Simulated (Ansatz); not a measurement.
A basis-limit estimate, worked out

An elementary step of AlH3Cl2O, singlet (AlHCl₂O ([OH][Al]([Cl])[Cl]) + H₂ → AlHCl₂ ([Cl][AlH][Cl]) + H₂O (still joined by a long Al–O bond); Al–O, H–H broken or loosened, Al–H, O–H formed or tightened). “Start” and “end” are the PBE0-D4/def2-TZVP structures reached by relaxing down either side of its saddle point, with the molecules still in contact.

Program: Ansatz 0.2.0. Basis: def2-TZVPP and def2-QZVPP. Cores are frozen in the correlated methods.

Energies in eV:

| quantity | end | start |
| --- | --- | --- |
| Hartree–Fock, triple zeta (X = 3) | -33681.67204 | -33681.73500 |
| Hartree–Fock, quadruple zeta (X = 4) | -33682.66762 | -33682.74109 |
| MP2 correlation, X = 3 | -19.43446 | -19.60209 |
| MP2 correlation, X = 4 | -21.28465 | -21.45067 |
| CCSD(T) correlation, X = 3 | -21.40733 | -21.51553 |

Task: Work out the step energy at the basis limit: extrapolate Hartree–Fock as E(X) = E∞ + A exp(−7.88 √X) and the MP2 correlation as E(X) = E∞ + B X^−2.97 (the exponents that Neese and Valeev fitted for def2-TZVPP and QZVPP), then add CCSD(T) − MP2 in triple zeta.

Result: Each step is linear, so take the differences first (end − start): Hartree–Fock 0.06296 (X = 3) and 0.07347 (X = 4); MP2 correlation 0.16763 and 0.16602; CCSD(T) correlation 0.10820.
Two points give E∞ = E(4) + w [E(4) − E(3)], with w = 1/(exp(7.88 (2 − √3)) − 1) = 0.1377 for Hartree–Fock and w = 1/((4/3)^2.97 − 1) = 0.7407 for the correlation.
Hartree–Fock: 0.07347 + 0.1377 × 0.01051 = 0.0749 eV.
MP2 correlation: 0.16602 + 0.7407 × (-0.00161) = 0.1648 eV.
CCSD(T) − MP2: 0.10820 − 0.16763 = -0.0594 eV.
Sum: 0.0749 + 0.1648 + (-0.0594) = 0.1803 eV, or 4.16 kcal/mol. Plain CCSD(T) in triple zeta gives 0.1712 eV, so the larger basis shifts the result by 0.0091 eV.

T1 diagnostic: at most 0.011.

Labels in which every atom is bracketed show which atoms are joined, not bond orders.

For scale, one of the runs: CCSD(T)/def2-TZVPP, 199 basis functions, launched by `ansatz run in.yaml --threads 3 --pin off --events-out ev --progress --plain --max-ram 6092MiB`. The run took 28 s on 3 CPU threads of an Intel Xeon (shared host), with 2.4 GiB of host memory at its peak.
